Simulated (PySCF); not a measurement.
Vertical excitations of a molecule CH5FN2Si2 from TDA-PBE/def2-SVPD run with PySCF, as energy in eV (oscillator strength): 3.42 (0.001), 4.31 (0.024), 5.14 (0.001), 5.58 (0.016), 6.00 (0.012), 6.07 (0.017), 6.19 (0.033), 6.26 (0.054), 6.30 (0.023), 6.44 (0.093). Lowest triplet (TDA): 2.70 eV. The structure is a stationary point at r2SCAN-D4/def2-SVP. The values are those of a single conformer.

Question: Pick the molecule that these values belong to.
(A) F[Si@H]1N=C[SiH2]N1
(B) N[Si@@]1(F)N=C[SiH2]1
(C) N[Si@H]1C=N[Si@H]1F
(D) F[Si@@H]1C=N[SiH2]N1

Answer: D, F[Si@@H]1C=N[SiH2]N1
